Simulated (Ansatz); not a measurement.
`[F][SnH2][Br]`, one more setting.

```yaml
crystal:
  periodic: [false, false, false]
  atoms:
    - {symbol: F, position_ang: [1.274919, -1.269300, 0.455236]}
    - {symbol: Sn, position_ang: [-0.068638, 0.045932, 0.173132]}
    - {symbol: Br, position_ang: [-0.158251, 0.426462, -2.286824]}
    - {symbol: H, position_ang: [-1.536539, -0.685238, 0.582046]}
    - {symbol: H, position_ang: [0.494146, 1.429390, 0.957257]}
basis:
  gaussian: {orbitals: def2-mTZVP}
hamiltonian: {xc: {name: HF}}
correlation: {active_space: {window: {electrons: 2, orbitals: 1}}}
accuracy: high
```

```sh
$ ansatz run in.yaml --threads 2 --pin off --events-out ev --progress --plain --max-ram 22528MiB --backend cpu
```

Output, abridged:

```
Functional definition: HF
1863 factors; integrals over basis functions are off by at most 8.0e-9 eV
mean field evaluation 1: about -78542.4449 eV, gradient 3.3e1 eV
mean field evaluation 2: about -78542.5200 eV, gradient 3.3e1 eV
mean field evaluation 4: about -78544.7465 eV, gradient 1.8e0 eV
mean field evaluation 8: about -78544.7676 eV, gradient 2.2e-1 eV
mean field evaluation 16: about -78544.7678 eV, gradient 1.6e-8 eV
mean field -78544.76775548 eV, -2886.4669754581 hartree, gradient 1.6e-8 eV, S^2 0.000000; 0 other end points of the search recorded, 0 dependent functions left out
reference -78544.76775548 eV, -2886.4669754581 hartree; 34, 34 occupied and 63, 63 virtual orbitals, 1863 factors
state -78544.76775548 eV, -2886.4669754581 hartree
Total energy: -78544.76775548 eV, -2886.4669754581 hartree
```

Run time 3 s (2 threads of an AMD EPYC 7R13 on a shared host); peak host memory 0.39 GiB.
